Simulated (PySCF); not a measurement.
SMILES C[N](C)[Cd][SiH3], singlet, PBE0/def2-SVP optimised geometry.

```
14

Cd     0.22     0.00     0.00
N     -1.80     0.00     0.00
C     -2.59    -0.65     1.00
C     -2.59     0.65    -1.00
H     -3.26     0.06     1.54
H     -3.25    -1.43     0.58
H     -1.96    -1.14     1.77
H     -3.25    -0.06    -1.55
H     -3.26     1.43    -0.58
H     -1.96     1.14    -1.77
Si     2.70     0.00     0.00
H      3.26     0.59     1.26
H      3.24     0.80    -1.15
H      3.26    -1.38    -0.12
```

Density from PySCF with PBE0/def2-TZVP, def2 effective core potentials past Kr at that geometry. The core electrons that the potentials of Cd replace are not part of the density.

Minimum of the electron density along straight lines between bonded atoms, close to the bond critical point (lines longer than 1.1 times the sum of covalent radii, or with two minima, are not listed):

```tsv
bond	length / Å	ρ at the minimum / e bohr⁻³	∇²ρ there / e bohr⁻⁵	position (fraction from the first atom)
Cd1–N2	2.018	0.114	(withheld)	0.52
N2–C3	1.434	0.282	-0.76	0.59
N2–C4	1.434	0.282	-0.76	0.59
C3–H5	1.113	0.268	-0.89	0.64
C3–H6	1.113	0.267	-0.89	0.64
C3–H7	1.103	0.273	-0.93	0.64
C4–H8	1.113	0.267	-0.89	0.64
C4–H9	1.113	0.268	-0.89	0.64
C4–H10	1.103	0.273	-0.93	0.64
Cd1–Si11	2.480	(withheld)	(withheld)	0.52
Si11–H12	1.498	0.116	0.15	0.49
Si11–H13	1.498	0.116	0.15	0.49
Si11–H14	1.498	0.116	0.15	0.49
```

### Question
Some entries are withheld; supply them.

### Answer

- Cd1–N2, ∇²ρ there / e bohr⁻⁵: 0.44
- Cd1–Si11, ρ at the minimum / e bohr⁻³: 0.075
- Cd1–Si11, ∇²ρ there / e bohr⁻⁵: -0.03
